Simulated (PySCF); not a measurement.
Part of a log for `C[S][GaH2-][NH3+]`: ground state, then the species with a core hole.

Level of theory: delta-SCF UKS SCAN, pcX-2 on the ionised atom, pcseg-1 elsewhere, spin-free X2C (PySCF). The program numbers atoms from 0. The cycles run on a coarse integration grid; for E(ground) and E(ion) the exchange–correlation energy is redone on a finer one, so they differ from the last cycle, and only they enter the binding energy.

Coordinates (Å, PBE0-D3(BJ)/def2-SVP):
```
C      2.110234    -0.542025    -0.265239
S      1.118542    -0.270751     1.242109
Ga    -0.466984     1.146924     0.511732
N     -1.912085    -0.336874    -0.082236
H      2.248336     0.389665    -0.831866
H      1.658494    -1.296886    -0.926725
H      3.098916    -0.909620     0.044254
H     -1.280854     1.840664     1.665929
H     -0.164696     1.819837    -0.882272
H     -2.788243     0.021839    -0.462493
H     -2.127580    -0.906459     0.736422
H     -1.493484    -0.956977    -0.775399
```

```
ground state, core basis on atom 0 (C), 144 functions
  cycle   1  E = -2436.51962568  |g| = 4.38e-01
  cycle   2  E = -2436.48262364  |g| = 5.70e-01
  cycle   3  E = -2436.57378948  |g| = 7.51e-02
  cycle   4  E = -2436.57576647  |g| = 2.45e-02
  cycle   5  E = -2436.57592953  |g| = 1.06e-02
  cycle   6  E = -2436.57595623  |g| = 2.62e-03
  cycle   7  E = -2436.57595788  |g| = 5.34e-04
  cycle   8  E = -2436.57595742  |g| = 1.66e-04
  E(ground) = -2436.85177729 Eh
hole in C 1s of atom 0
  cycle   1  E = -2425.31606897  |g| = 1.50e+00
  cycle   2  E = -2424.18262255  |g| = 2.02e+00
  cycle   3  E = -2425.79828831  |g| = 4.02e-01
  cycle   4  E = -2425.86850670  |g| = 1.83e-01
  cycle   5  E = -2425.88908205  |g| = 5.80e-02
  cycle   6  E = -2425.89064720  |g| = 1.58e-02
  cycle   7  E = -2425.89078824  |g| = 6.68e-03
  cycle   8  E = -2425.89081969  |g| = 2.32e-03
  cycle   9  E = -2425.89082626  |g| = 1.26e-03
  cycle  10  E = -2425.89082669  |g| = 4.75e-04
  E(ion) = -2426.16750112 Eh   <S^2> = 0.7736   hole on atom = 1.000
```

Task: What is the C 1s binding energy of atom 0?

Result: (-2426.167501 − (-2436.851777)) Eh × 27.2114 eV/Eh = 290.73 eV, for the S-methyl carbon.

```
ground state, core basis on atom 1 (S), 155 functions
  cycle   1  E = -2436.72266743  |g| = 4.06e-01
  cycle   2  E = -2436.72237641  |g| = 4.96e-02
  cycle   3  E = -2436.72135929  |g| = 7.74e-02
  cycle   4  E = -2436.72307647  |g| = 4.57e-03
  cycle   5  E = -2436.72307825  |g| = 1.86e-03
  cycle   6  E = -2436.72307794  |g| = 1.99e-04
  E(ground) = -2436.98487050 Eh
hole in S 1s of atom 1
  cycle   1  E = -2344.52848125  |g| = 5.08e+00
  cycle   2  E = -2344.59998553  |g| = 2.26e+00
  cycle   3  E = -2344.88423632  |g| = 1.20e+00
  cycle   4  E = -2345.70277607  |g| = 3.25e-01
  cycle   5  E = -2345.74854910  |g| = 1.37e-01
  cycle   6  E = -2345.75753477  |g| = 4.22e-02
  cycle   7  E = -2345.75824391  |g| = 1.46e-02
  cycle   8  E = -2345.75833639  |g| = 5.90e-03
  cycle   9  E = -2345.75835560  |g| = 9.28e-04
  cycle  10  E = -2345.75835672  |g| = 5.34e-04
  cycle  11  E = -2345.75835765  |g| = 3.62e-04
  E(ion) = -2346.01232458 Eh   <S^2> = 0.7516   hole on atom = 1.000
```

Task: What is the S 1s binding energy of atom 1?

Result: (-2346.012325 − (-2436.984870)) Eh × 27.2114 eV/Eh = 2475.49 eV, for the sulfur bonded to C and Ga.

The ground state is recomputed for each atom, because the flexible core basis sits on the ionised atom alone; energies of different blocks can't be mixed. Geometry: PBE0-D3(BJ)/def2-SVP, one conformer, isolated molecule.

Shape of the structure used: `[CH3:1][S:2][GaH2-:3][NH3+:4]`: C1–S2–Ga3–N4 90°.
Labels such as C1 count atoms from 1, the log's own numbers from 0.
